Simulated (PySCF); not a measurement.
Molecule: CH12OSi3Sn, SMILES [SiH3][Sn]([SiH3])([SiH3])[O]C. Atoms near the plane z = 0.0 Å, at the GFN2-xTB optimised geometry (x, y, z in Å): Sn3 (-0.2, 0.1, 0.0), Si4 (2.4, 0.1, 0.0), Si5 (-1.5, -2.0, 0.7), Si6 (-1.4, 2.4, 0.0), H11 (2.9, 1.3, -0.6), H12 (2.9, -1.1, -0.7), H13 (-0.9, -3.3, 0.3), H15 (-2.9, -2.0, 0.2), H16 (-0.8, 3.3, -1.1), H17 (-2.8, 2.3, -0.2).

Level of theory: B3LYP/def2-SVP, def2 effective core potentials past Kr run with PySCF 2.14.0. The core electrons that the potentials of Sn replace are not part of the density. Cells within 0.4 Å of a nucleus heavier than hydrogen are left out (blank, or x). The values are rescaled to run from 0 to 1.

```
|0000000000000000000000000000000|
|0000000000000000000000000000000|
|0000000000000000000000000000000|
|0000000011111100000000000000000|
|0000000123444211000000000000000|
|0000000137999842111000000000000|
|0000001269999995211100000000000|
|0000013899999999421110000000000|
|00000299999xx999532111000000000|
|00000399999xx999643221111000000|
|0000028999999999754333442100000|
|0000012479999999986689996200000|
|0000001137999999999999999410000|
|0000000124899999999999999831000|
|00000001249999xx99999xx99942100|
|00000001249999xx99999xx99952100|
|0000000124999999999999999941000|
|0000000136999999999999999621000|
|0000002359999999998999998310000|
|0000028999999999965566764100000|
|0000159999999996433222221000000|
|0000049999999994221111100000000|
|0000026999999973111100000000000|
|0000001259999982100000000000000|
|0000000124699992000000000000000|
|0000000011259961000000000000000|
|0000000000013320000000000000000|
|0000000000000000000000000000000|
|0000000000000000000000000000000|
|0000000000000000000000000000000|
|0000000000000000000000000000000|
```
Scale: ten equal steps from 0.000 (start of '0') to 1.00 (end of '9'), in the order '0123456789'; x runs from -5.50 to 5.50, y from -5.50 (bottom) to 5.50 (top).

Which quantity is mapped?
A) log10 of the electron density
B) electron localisation function
C) Laplacian of the electron density
D) electrostatic potential

D, electrostatic potential. In full: electrostatic potential (hartree/e), clipped to [-0.08, 0.12].
